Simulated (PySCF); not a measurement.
Levels of Tl(44+) from EOM-EA-GCCSD

Reference: closed-shell Tl(45+), [Kr]; one electron is added. Calculated with PySCF 2.14, two-component X2C-1e with screened spin-orbit coupling, an uncontracted even-tempered set (18 s from 2.6 bohr⁻², ratio 2.6; 16 p from 3.3 bohr⁻², ratio 2.6; 11 d from 3.3 bohr⁻², ratio 2.6; 5 f from 3.4 bohr⁻², ratio 2.8); frozen [Ar] 3d10; the 114 highest virtual spinors dropped; of the others 74 kept and the rest restored at second order. No Breit or QED terms. Binding energies in eV.

| level | Koopmans | second order | EOM-CCSD |
| --- | --- | --- | --- |
| 4d3/2 | 2202.7 | 2204.4 | 2204.3 |
| 4d5/2 | 2170.7 | 2172.3 | 2172.2 |

For comparison, the ionisation energy of Tl(44+) is 2202 ± 4 eV (theoretical estimate listed by NIST; NIST Atomic Spectra Database, ionization energies).
